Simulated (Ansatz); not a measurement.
Program: Ansatz. Geometries: PBE0-D4/def2-TZVP. ΔE: electronic, gas phase. CCSD(T)/CBS adds triple-zeta CCSD(T) − MP2 to the extrapolated MP2 energy (def2 sets, frozen cores). DFT in def2-TZVPP. B3LYP here is the variant with VWN-RPA as its local correlation; programs differ in this. Elements past krypton have def2 core potentials. For Te outer-core shells are correlated without core-valence functions, which leaves a few kJ/mol of doubt a bond. Each species was taken in one conformer, which may not be the lowest.

Consider the substitution at a C–C bond: `Cc1ccc[nH]1` + `[SiH3][SiH2][TeH]` → `C[Te][SiH2][SiH3]` + `c1cc[nH]c1`.

Task: Is it downhill or uphill in electronic energy at CCSD(T)/CBS, and by how much? (Estimate.)

Result: Computed: Nearly level: ΔE = +0.5 kcal/mol.

Task: What do these levels give: r2SCAN-D4, PBE0-D4, B3LYP-D4, ωB97M-V, B3LYP, MP2/def2-TZVPP, SCS-MP2/def2-TZVPP, CCSD/def2-TZVPP, CCSD(T)/def2-TZVPP, HF/def2-QZVPP, MP2/CBS(def2), CCSD/CBS(def2)? (Estimate.)

Result: The calculation gave: r2SCAN-D4 1.9, PBE0-D4 2.2, B3LYP-D4 1.4, ωB97M-V 2.0, B3LYP 2.0, MP2/def2-TZVPP 0.8, SCS-MP2/def2-TZVPP 1.1, CCSD/def2-TZVPP 2.1, CCSD(T)/def2-TZVPP 1.6, HF/def2-QZVPP 3.5, MP2/CBS(def2) -0.2, CCSD/CBS(def2) 1.1 kcal/mol.

Largest T1 diagnostic among the species: 0.012.

In def2-TZVPP, CCSD(T) changes the Hartree–Fock value by −2.1 kcal/mol (the triples alone add −0.6 kcal/mol) and MP2 by −2.8 kcal/mol. From PBE to PBE0 (25 % exact exchange), in def2-TZVPP and without D4, ΔE moves by +0.8 kcal/mol.
